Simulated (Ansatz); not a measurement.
One change: `[OH][GaH][SH]` becomes `OBS`.

Ansatz, PBE0-D4/def2-TZVP geometries, multiplicity 1. Each molecule was computed in one conformer, which needn't be the lowest.

Scalar relativity is left out up to krypton.

```tsv
property	`[OH][GaH][SH]`
size of the dipole moment (PBE/def2-TZVPP) / D	1.64
HOMO–LUMO gap (B3LYP/def2-TZVPP) / eV	6.28
HOMO energy (ωB97M-V/def2-TZVPP) / eV	-9.85
LUMO energy (B3LYP/def2-TZVPP) / eV	-1.13
HOMO–LUMO gap (PBE/def2-TZVPP) / eV	4.81
size of the dipole moment (B3LYP/def2-TZVPP) / D	1.72
```

Task: Give the same properties after the change, and the shifts. (An estimate is asked.)

Result: The calculation gave: 
```
                                        property   `OBS`  shift
  size of the dipole moment (PBE/def2-TZVPP) / D    0.75  -0.89
           HOMO–LUMO gap (B3LYP/def2-TZVPP) / eV    7.37   1.09
           HOMO energy (ωB97M-V/def2-TZVPP) / eV  -10.09  -0.24
             LUMO energy (B3LYP/def2-TZVPP) / eV   -0.27   0.86
             HOMO–LUMO gap (PBE/def2-TZVPP) / eV    5.64   0.83
size of the dipole moment (B3LYP/def2-TZVPP) / D    0.74  -0.98
```

With PBE0 the HOMO falls by 0.24 eV and the LUMO rises by 0.82 eV, so the gap widens by about 1.06 eV. PBE moves the HOMO by -0.24 eV and ωB97M-V by -0.24 eV. Dipoles are sizes alone; their direction can turn.

B3LYP here is the variant with VWN-RPA as its local correlation; programs differ in this.
